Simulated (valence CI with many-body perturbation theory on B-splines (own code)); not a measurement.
Tm³⁰⁺: calculated level list

Calculated by valence CI with perturbative core correlation (CI+MBPT): three valence electrons over a frozen Dirac-Fock core [Kr], radial functions for each j: 7 s, 7 p, 8 d, 6 f, 4 g, 1 h, with the one-electron correlation potential Σ1, the two-electron term Σ2, the three-electron term Σ3, Breit, model QED; selected CI, second order for the rest, scaled by the run's own slope (own B-spline code, finite nucleus).

No measured spectrum was set against this ion. As an estimate, large intervals hold to a few tenths of a per cent, small ones and those within an open d or f shell to about a per cent. The list stops below the first excitations out of the core.

Levels 1 to 19 of 19, with energies above the lowest level, (4d3/2^3) J=3/2. "Leading %" is the weight of the configuration and term that name the level; weights of strongly mixed levels are sums over their largest components and can fall short. In the jj column 3d3/2^4 stands for four electrons in 3d with j = 3/2.

```csv
No.,Configuration,Term,J,E (cm⁻¹),Leading %,Leading jj,g
1,4d³,⁴F,3/2,0,56,4d3/2^3 (94 %),0.652
2,4d³,⁴F,5/2,76663,87,4d3/2^2 4d5/2 (97 %),1.049
3,4d³,⁴P,3/2,95459,41,4d3/2^2 4d5/2 (96 %),1.235
4,4d³,⁴F,7/2,102600,46,4d3/2^2 4d5/2 (90 %),1.076
5,4d³,²G,9/2,106890,43,4d3/2^2 4d5/2 (97 %),1.067
6,4d³,⁴P,1/2,108690,62,4d3/2^2 4d5/2 (99 %),1.905
7,4d³,⁴P,5/2,160420,57,4d3/2^2 4d5/2 (80 %),1.371
8,4d³,⁴F,7/2,180580,53,4d3/2 4d5/2^2 (94 %),1.079
9,4d³,⁴F,9/2,191020,53,4d3/2 4d5/2^2 (93 %),1.138
10,4d³,⁴P,3/2,203990,41,4d3/2 4d5/2^2 (98 %),1.142
11,4d³,²P,1/2,211560,62,4d3/2 4d5/2^2 (99 %),1.426
12,4d³,²H,11/2,218450,100,4d3/2 4d5/2^2 (100 %),1.088
13,4d³,²D,5/2,221210,54,4d3/2 4d5/2^2 (80 %),1.189
14,4d³,²F,5/2,236010,42,4d3/2 4d5/2^2 (95 %),1.105
15,4d³,²F,7/2,242670,85,4d3/2 4d5/2^2 (96 %),1.106
16,4d³,²D,3/2,285040,55,4d3/2 4d5/2^2 (72 %),1.029
17,4d³,²G,9/2,292430,54,4d5/2^3 (96 %),1.139
18,4d³,²D,3/2,334990,69,4d5/2^3 (73 %),0.992
19,4d³,²D,5/2,360450,65,4d5/2^3 (91 %),1.157
```

The ionisation energy to 4d² ³F2 of the next ion comes out as 1158.6 eV (NIST: 1157 ± 4 eV (theoretical)). All 19 levels together are meant to be complete up to 886530 cm⁻¹.
